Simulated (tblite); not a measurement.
Compound: C₆H₉O₃P.
Cartesian coordinates in Å at the GFN2-xTB level; atoms count from 1:
```
atom  x, y, z in Å
C1    -1.543   -1.334    0.670
P2    -0.763   -0.229   -0.562
O3    -1.044   -0.610   -1.954
C4    -1.448    1.460   -0.204
O5    -2.780    1.451   -0.631
C6     0.991   -0.175   -0.165
C7     1.664    0.223    1.023
C8     2.987    0.046    0.773
O9     3.178   -0.429   -0.470
C10    1.975   -0.560   -1.032
H11   -1.288   -2.358    0.405
H12   -1.213   -1.115    1.680
H13   -2.622   -1.204    0.592
H14   -1.444    1.695    0.861
H15   -0.851    2.213   -0.742
H16   -2.796    1.062   -1.518
H17    1.217    0.588    1.925
H18    3.858    0.215    1.374
H19    1.911   -0.930   -2.036
```

All values are computed: GFN2-xTB (tblite) harmonic vibrations without scaling, gas phase. Against measured fundamentals such values can be off by several per cent, at times by over 20. One conformer, not necessarily the lowest.

Harmonic wavenumbers (cm⁻¹): 39.9, 67.8, 80.7, 112.7, 147.6, 183.6, 232.4, 258.6, 287.1, 342.0, 364.4, 427.7, 520.0, 603.2, 607.4, 690.7, 734.9, 773.7, 788.2, 821.9, 831.4, 838.4, 854.7, 862.4, 942.7, 1030.9, 1070.0, 1073.2, 1107.7, 1142.8, 1200.3, 1218.3, 1232.8, 1260.7, 1306.5, 1316.7, 1362.0, 1416.6, 1427.0, 1433.3, 1463.1, 1548.0, 2841.2, 2986.0, 3002.8, 3011.0, 3043.3, 3168.3, 3180.3, 3188.1, 3453.5.

A = 2382, B = 697.5, C = 668.1 MHz; mass 160.029 u (most abundant isotopes); point group C1, symmetry number 1.

Q: Zero-point energy?

A: ½Σν̃ = 30949 cm⁻¹ = 370.23 kJ/mol.

Q: What is S at 350 K and 1 bar for an ideal gas of classical rigid rotors and harmonic oscillators?

A: Translation 175.49, rotation 127.73, vibration 166.58: S = 469.8 J/(mol K).

Q: And Cp and H(350 K) − H(0)?

A: Cp = 199.04 J/(mol K), of which vibrations give 165.78 (their classical limit is 51 R = 424.0); H(350 K) − H(0) = 41.53 kJ/mol without the zero-point energy, 29.89 from vibrations.

Q: How do the functions run with temperature in this model?

A: 
```json
{"T (K)": "150", "S (J/(mol K))": "345.0", "Cp (J/(mol K))": "108.7", "H − H(0) (kJ/mol)": "10.81", "G − H(0) (kJ/mol)": "-40.95", "ln q(vib)": "3.75"}
{"T (K)": "250", "S (J/(mol K))": "410.8", "Cp (J/(mol K))": "153.4", "H − H(0) (kJ/mol)": "23.88", "G − H(0) (kJ/mol)": "-78.83", "ln q(vib)": "6.80"}
{"T (K)": "298.15", "S (J/(mol K))": "439.8", "Cp (J/(mol K))": "175.8", "H − H(0) (kJ/mol)": "31.81", "G − H(0) (kJ/mol)": "-99.32", "ln q(vib)": "8.24"}
{"T (K)": "400", "S (J/(mol K))": "497.8", "Cp (J/(mol K))": "219.9", "H − H(0) (kJ/mol)": "52.01", "G − H(0) (kJ/mol)": "-147.09", "ln q(vib)": "11.23"}
{"T (K)": "600", "S (J/(mol K))": "600.1", "Cp (J/(mol K))": "284.2", "H − H(0) (kJ/mol)": "102.90", "G − H(0) (kJ/mol)": "-257.13", "ln q(vib)": "16.92"}
{"T (K)": "900", "S (J/(mol K))": "727.3", "Cp (J/(mol K))": "341.8", "H − H(0) (kJ/mol)": "197.63", "G − H(0) (kJ/mol)": "-456.93", "ln q(vib)": "24.82"}
```

q(vib) and H(0) count from the zero-point level.

Q: What must be added to the electronic energy to get the Gibbs energy at 350 K and 1 bar?

A: ZPE + [H(350 K) − H(0)] − T·S = 370.23 + 41.53 − 164.43 = 247.33 kJ/mol.

Q: Which modes carry the vibrational entropy at 350 K?

A: 39.9 cm⁻¹: 23.35; 67.8 cm⁻¹: 18.96; 80.7 cm⁻¹: 17.53; 112.7 cm⁻¹: 14.79; 147.6 cm⁻¹: 12.60; 183.6 cm⁻¹: 10.85 J/(mol K); the other 45 give 68.51 together.

Q: Blend soft modes into free rotors: weight 1/[1 + (100 cm⁻¹/ν̃)⁴] for the oscillator and the rest for a rotor with moment μB/(μ + B), μ = h/(8π²ν), B = 10⁻⁴⁴ kg m². What vibrational entropy results?

A: 151.79 J/(mol K) in place of 166.58, which changes −T·S at 350 K by +5.18 kJ/mol.

Hindered rotation and anharmonicity are outside this model. Other conformers, if any are populated, would add a mixing term that is left out. The structure is chiral; the term R ln 2 for an equal mix with its mirror image is left out.

Hardware: one thread of an Arm Neoverse V1, on a shared host. Cost: 0.83 s. This covers the Hessian and the dipole derivatives.
